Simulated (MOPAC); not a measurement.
MOPAC input (AM1):

```
AM1 1SCF GEO-OK AUX(PRECISION=9) THREADS=1
O2Sn

Sn    0.00000000 1    0.00000000 1    0.00000000 1
O    -0.00000000 1   -0.00000000 1   -1.81395700 1
O     0.00000000 1    0.00000000 1    1.81395700 1
```

Output:

```
 *******************************************************************************
 **                                                                           **
 **                              MOPAC v23.2.5                                **
 **                                                                           **
 *******************************************************************************
 ** MOPAC's Digital Object Identifier: https://doi.org/10.5281/zenodo.6511958 **
 **                                                                           **
 ** Please cite the open-source release paper for use of this MOPAC version:  **
 ** J. E. Moussa and J. J. P. Stewart (2026)                                  **
 ** MOPAC: An open-source semiempirical molecular orbital program             **
 ** J. Open Source Softw., 11(119), 8025, https://doi.org/10.21105/joss.08025 **
 *******************************************************************************

                              AM1 CALCULATION RESULTS

 *******************************************************************************
 *  AM1        - The AM1 Hamiltonian to be used
 *  GEO-OK     - OVERRIDE INTERATOMIC DISTANCE AND OTHER SAFETY CHECKS
 *  1SCF       - DO 1 SCF AND THEN STOP
 *  AUX        - OUTPUT AUXILIARY INFORMATION
 *******************************************************************************
AM1 1SCF GEO-OK AUX(PRECISION=9) THREADS=1
 O2Sn

   ATOM   CHEMICAL          X               Y               Z
  NUMBER   SYMBOL      (ANGSTROMS)     (ANGSTROMS)     (ANGSTROMS)

     1      Sn          0.00000000  *   0.00000000  *   0.00000000  *
     2       O         -0.00000000  *  -0.00000000  *  -1.81395700  *
     3       O          0.00000000  *   0.00000000  *   1.81395700  *

          CARTESIAN COORDINATES

    NO.       ATOM           X           Y           Z

     1        Sn          0.0000      0.0000      0.0000
     2         O         -0.0000     -0.0000     -1.8140
     3         O          0.0000      0.0000      1.8140

  O: (AM1): M.J.S. DEWAR ET AL, J. AM. CHEM. SOC. 107 3902-3909 (1985)
 Sn: (AM1): J. J. P. STEWART, J. MOL. MOD., 10, 155-164 (2004)

           Empirical Formula: O2 Sn  =     3 atoms

      MOLECULAR POINT GROUP   :   D*h

      RHF CALCULATION, NO. OF DOUBLY OCCUPIED LEVELS = 8

 -------------------------------------------------------------------------------
 AM1 1SCF GEO-OK AUX(PRECISION=9) THREADS=1
 O2Sn

     1SCF WAS SPECIFIED, SO BFGS WAS NOT USED
     SCF FIELD WAS ACHIEVED

                              AM1 CALCULATION
                                                       MOPAC v23.2.5 Linux

          FINAL HEAT OF FORMATION =         93.39656 KCAL/MOL =     390.77121 KJ/MOL

          COSMO AREA              =         93.80 SQUARE ANGSTROMS
          COSMO VOLUME            =         81.39 CUBIC ANGSTROMS

          IONIZATION POTENTIAL    =          9.001126 EV
          HOMO LUMO ENERGIES (EV) =         -9.001 -0.892
          NO. OF FILLED LEVELS    =          8
          MOLECULAR WEIGHT        =        150.6888         POINT GROUP:  D*h

          MOLECULAR DIMENSIONS (Angstroms)

            Atom       Atom       Distance
            O     3    O     2     3.62791
            O     3    O     2     0.00000
           Sn     1    O     2     0.00000

          SCF CALCULATIONS        =          1

   ATOM   CHEMICAL          X               Y               Z
  NUMBER   SYMBOL      (ANGSTROMS)     (ANGSTROMS)     (ANGSTROMS)

     1      Sn          0.00000000  *   0.00000000  *   0.00000000  *
     2       O         -0.00000000  *  -0.00000000  *  -1.81395700  *
     3       O          0.00000000  *   0.00000000  *   1.81395700  *

                             CARTESIAN COORDINATES

   1   Sn        0.000000000     0.000000000     0.000000000
   2    O       -0.000000000    -0.000000000    -1.813957000
   3    O        0.000000000     0.000000000     1.813957000

           Empirical Formula: O2 Sn  =     3 atoms

      MOLECULAR POINT GROUP   :   D*h

                  EIGENVALUES
 -31.67157 -30.96436 -12.58282 -10.78008 -10.78008  -9.57530  -9.57530  -9.00113
  -0.89158   2.46180   2.46180   6.18929

              NET ATOMIC CHARGES AND DIPOLE CONTRIBUTIONS

  ATOM NO.   TYPE          CHARGE      No. of ELECS.   s-Pop       p-Pop
    1         Sn           1.753203        2.2468     1.33994     0.90686
    2          O          -0.876602        6.8766     1.93457     4.94203
    3          O          -0.876602        6.8766     1.93457     4.94203
 DIPOLE           X         Y         Z       TOTAL
 POINT-CHG.     0.000     0.000     0.000     0.000
 HYBRID         0.000     0.000    -0.000     0.000
 SUM            0.000     0.000     0.000     0.000

          ATOMIC ORBITAL ELECTRON POPULATIONS

     Atom    s        px        py        pz
    1 Sn   1.33994   0.25516   0.25516   0.39654
    2  O   1.93457   1.87242   1.87242   1.19719
    3  O   1.93457   1.87242   1.87242   1.19719

 **********************
 *                    *
 * JOB ENDED NORMALLY *
 *                    *
 **********************

 == MOPAC DONE ==
```

The geometry given is a B3LYP-D3(BJ)/def2-TZVP minimum.
